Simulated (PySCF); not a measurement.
**State search for InN**

Unrestricted PBE0; basis In cc-pVDZ-PP with ECP28, N cc-pVDZ; scalar-relativistic core potentials; PySCF 2.14. Outer shells of the fragments: In 4d10 5s2 5p1; N 2s2 2p3.

Followed along the bond (rough minima from three points):

```json
{"2Ms+1": "3", "unpaired": "π ↑↑", "⟨S²⟩ at the start": "2.01", "R at minimum (Å)": "2.23", "Te (eV)": "0.00"}
{"2Ms+1": "3", "unpaired": "σ ↑, π ↑", "⟨S²⟩ at the start": "2.04", "R at minimum (Å)": "2.09", "Te (eV)": "0.22"}
{"2Ms+1": "1", "unpaired": "π ↑↓", "⟨S²⟩ at the start": "1.00", "R at minimum (Å)": "2.23", "Te (eV)": "0.55"}
{"2Ms+1": "1", "unpaired": "σ ↓, π ↑", "⟨S²⟩ at the start": "1.01", "R at minimum (Å)": "2.07", "Te (eV)": "0.67"}
{"2Ms+1": "5", "unpaired": "σ ↑, π ↑↑↑", "⟨S²⟩ at the start": "6.01", "R at minimum (Å)": "none in the scan", "Te (eV)": "≤ 1.78"}
```

Solutions found at the starting distance of 2.045 Å, counted from the lowest of them; the search is not exhaustive and high or unbound solutions are not listed, so other states can lie among these:

```csv
2Ms+1,unpaired,term,E (eV),⟨S²⟩,⟨Lz²⟩,μ (D)
3,π ↑↑,³Σ⁻,0.00,2.01,0.00,-1.39
3,"σ ↑, π ↑",³Π,0.03,2.04,1.01,-2.73
1,"σ ↓, π ↑",mixed,0.47,1.01,1.03,-3.02
1,π ↑↓,mixed,0.54,1.00,2.01,-1.36
1,none,¹Σ⁺,1.80,0.00,0.00,-4.54
1,none,mixed,2.09,0.00,2.00,-1.15
5,"σ ↑, π ↑↑↑",⁵Π,2.15,6.01,1.00,-0.11
3,"σ ↓, π ↑↑↑",mixed,3.06,3.02,1.00,-0.23
1,"σ ↑, π ↑↓↓",mixed,3.38,2.02,3.01,0.03
3,π ↑↑,mixed,3.80,2.04,2.01,-2.51
```

A term symbol is given only where ⟨S²⟩ and ⟨Lz²⟩ are close to those of a pure state; real π, δ and φ orbitals otherwise mix terms. A positive dipole means In(−)N(+).

**Question.** Compare the gap between the two lowest followed solutions at the starting distance with the gap between their minima.

**Answer.** At PBE0 the second solution (triplet, unpaired electrons σ ↑, π ↑) lies +0.03 eV from the first (triplet, unpaired electrons π ↑↑) at 2.045 Å and +0.22 eV at the minima; the two curves relax by different amounts, since their minima lie near 2.09 and 2.23 Å.

Spin–orbit coupling is left out.
